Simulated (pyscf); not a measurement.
Single points on ωB97X-D3(BJ)/def2-SVP structures (PySCF, gas phase).

PBE/def2-TZVP puts the barrier of `[SiH3][Te][Bi]([Cl])[Cl]` → `[SiH3][Cl]` + `[Cl][Bi]=[Te]` (elimination; singlet surface; Bi–Cl, Si–Te broken, Cl–Si formed) at 109.0 kJ/mol and the reaction energy at +54.1 kJ/mol, from the reactant's lowest minimum found. What do B3LYP-D3(BJ)/def2-TZVP, M06-2X/def2-TZVP, ωB97M-D3(BJ)/def2-TZVP give on the same structures?

B3LYP-D3(BJ): ΔE‡ = 123.3 kJ/mol, ΔE = +69.8 kJ/mol; M06-2X: ΔE‡ = 125.4 kJ/mol, ΔE = +74.0 kJ/mol; ωB97M-D3(BJ): ΔE‡ = 128.9 kJ/mol, ΔE = +71.2 kJ/mol. PBE's barrier lies under all of them, by 14.2 to 19.9 kJ/mol. Its reaction energy lies under all of them, by 15.6 to 19.9 kJ/mol. Much of the shift in the barrier follows the reaction energy. On the product side the descent ends in a complex, 33.1 kJ/mol under the separated species and 54.8 kJ/mol under the saddle at ωB97X-D3(BJ)/def2-TZVP. This is the saddle that the search found; another between the same sides may lie lower. Elements past Kr carry the def2 core potentials, without spin-orbit coupling.
